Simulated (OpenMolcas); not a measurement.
## Pt4+: moving or changing the point charges

Pt4+ among 6 point charges of -1.7 e arranged as a tetragonal octahedron (D4h), 2.11 Å from the ion, with the axial distance 2.258 Å.
```
   2.1100    0.0000    0.0000  -1.70
   0.0000    2.1100    0.0000  -1.70
  -2.1100    0.0000    0.0000  -1.70
   0.0000   -2.1100    0.0000  -1.70
   0.0000    0.0000    2.2577  -1.70
   0.0000    0.0000   -2.2577  -1.70
```

```yaml
Program: OpenMolcas 26.06
Method: "SS-CASPT2, IPEA 0.25 Eh, imaginary shift 0.1 Eh (closed shells correlated: 5s 5p)"
Basis: ANO-RCC-VDZP [7s6p4d2f]
Scalar_Hamiltonian: DKH2, point nucleus
Active_space: 6 electrons in 5 orbitals (5d)
State_averaging: 2S+1 = 5 even, 5 roots; 2S+1 = 3 even, 45 roots; 2S+1 = 1 even, 50 roots
Spin-orbit_coupling: RASSI with atomic mean-field integrals over the reference wave functions
```

Runs around this geometry, states (labels of D4, the rotations of D4h). Energies in cm-1 above the lowest state or level, χT in cm3 K/mol.

| R (Å) | q (e) | Axial / equatorial distance | Ground state | First state of that spin | First gap with spin-orbit (degeneracies) | χT at 300 K | First state of another spin |
| --- | --- | --- | --- | --- | --- | --- | --- |
| 2.11 | -1.7 | 0.98 | 5B2 | 5E 510 | 260 (1, 2) | 4.085 | 3E 14310 |
| 2.11 | -1.36 | 1.07 | 5E | 5B2 1240 | 26 (1, 1) | 4.568 | 3E 15850 |
| 1.95 | -1.7 | 1.07 | 5E | 5B2 1850 | 250 (1, 1) | 2.914 | 3E 12410 |
| 2.11 | -1.7 | 1.07 | 5E | 5B2 1560 | 190 (1, 1) | 4.155 | 3E 14800 |
| 2.3 | -1.7 | 1.07 | 5E | 5B2 1260 | 23 (1, 1) | 4.721 | 3E 16490 |

Taking the first state of the same spin as R^-n, n = -ln(1260 / 1850) / ln(2.3 / 1.95) = 2.3 between the shortest and longest distance.

Scaling the charges by -1.36 / -1.7 = 0.80 scales the first state of the same spin by 1240 / 1560 = 0.79; with fixed orbitals a first-order splitting would follow the charge.

The ground state changes within this set.

Point charges give a weaker field than real ligands, and real ions of this kind are as a rule low spin; the high spin found here belongs to the model. Free-ion shares, where given, are those of the reference states; single-state CASPT2 does not remix them. Spin-orbit coupling mixes the spin-free states strongly: the lowest level takes only 56 % from its leading state, 5B2 (figures for R = 2.11, q = -1.7, ratio = 0.98; the like holds for R = 2.11, q = -1.36, ratio = 1.07, R = 1.95, q = -1.7, ratio = 1.07, R = 2.11, q = -1.7, ratio = 1.07, R = 2.3, q = -1.7, ratio = 1.07). This shell can be high or low spin here, a state of another spin lies low, and with metal d orbitals alone active their balance is uncertain, so the ground spin may be wrong (holds for R = 2.11, q = -1.7, ratio = 0.98; R = 1.95, q = -1.7, ratio = 1.07; R = 2.11, q = -1.7, ratio = 1.07). An orbital doublet at a regular site is open to a Jahn-Teller distortion, which this geometry leaves out (holds for R = 2.11, q = -1.36, ratio = 1.07; R = 1.95, q = -1.7, ratio = 1.07; R = 2.11, q = -1.7, ratio = 1.07; R = 2.3, q = -1.7, ratio = 1.07). This is an electrostatic model: the charges have no orbitals. No measured value stands beside these numbers.
